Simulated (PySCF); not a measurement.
Compound: GeClMe3, C3H9ClGe.
Z-matrix (Å and degrees, PBE0-D3(BJ)/def2-SVP geometry), rows numbered from 1:
```
Ge
Cl  1  2.1893
C   1  1.9437  2  106.40
H   3  1.0993  1  110.31  2   -57.47
H   3  1.1010  1  110.01  2  -177.41
H   3  1.0992  1  110.37  2    62.61
C   1  1.9444  2  106.34  3  -119.88
H   7  1.0992  1  110.35  2   -61.57
H   7  1.1008  1  110.09  2   178.41
H   7  1.0992  1  110.30  2    58.44
C   1  1.9438  2  106.34  3   120.06
H  11  1.0991  1  110.35  2    61.42
H  11  1.0988  1  110.27  2   -58.56
H  11  1.1010  1  110.13  2  -178.57
```

Method used: TDDFT PBE0/def2-SVPD, vertical, gas phase, core orbitals frozen in the response (PySCF 2.14.0, density-fitted response routines). The PBE0/def2-SVPD calculation is non-relativistic and has no spin–orbit coupling, an omission that weighs most on germanium.

Broadening: Gaussians 0.25 eV wide at half height, area fixed by f = 4.319×10⁻⁹ ∫ε dν̃. The cross-section is σ = 3.8235×10⁻²¹ ε cm², given in Mb (10⁻¹⁸ cm²). The width is an assumption, not a result. The curve ends short of the highest state used, and states not computed would add to its high-energy end.

```
λ (nm)  σ (Mb)
 149.1   16.92
 150.4    6.37
 151.6    1.78
 152.9    0.30
 154.1    0.04
 155.4    0.00
 156.7    0.01
 157.9    0.05
 159.2    0.35
 160.5    1.65
 161.7    5.14
 163.0   13.16
 164.2   25.10
 165.5   41.68
 166.8   58.23
 168.0   67.64
 169.3   65.36
 170.6   50.32
 171.8   31.98
 173.1   15.52
 174.3    6.45
 175.6    2.00
 176.9    0.50
 178.1    0.11
```

Question: Locate the maxima and give the states behind the curve.

Answer: 168 nm (7.36 eV), ε about 18000, made up of S1 (42%) and S2 (42%) (ε in L mol⁻¹ cm⁻¹; maxima over ε = 5, shares over 10%). At its high-energy end, 8.32 eV, the curve is still rising (ε about 4600, from S5 and S6). The states used: S1 7.34 eV (f 0.072); S2 7.34 eV (f 0.071); S3 7.48 eV (f 0.025); S4 7.48 eV (f 0.026); S5 8.43 eV (f 0.034); S6 8.43 eV (f 0.035); S7 8.48 eV (f 0.0001); S8 8.53 eV (f 0.013); S9 8.54 eV (f 0.0004); S10 8.54 eV (f 0.0003); S11 8.58 eV (f 0.0020); S12 8.58 eV (f 0.0020); S13 8.91 eV (f 0.0001); S14 8.92 eV (f 0.0019).

Question: What would ε be at 7.36 eV, the highest of these maxima, with half the width (0.125 eV)?

Answer: About 28800 L mol⁻¹ cm⁻¹ against 17900, a factor of about 1.6; a lone state at its own centre would give exactly 2.

Question: Coming from long wavelengths, where does ε first pass 100 L mol⁻¹ cm⁻¹?

Answer: At about 177 nm (7.00 eV), 0.34 eV below S1.

All these states lie below the vertical ionisation energy of 10.13 eV (ΔSCF).

Without π bonds the low states are Rydberg-like; a valence basis with one diffuse set may place them up to an eV too high.
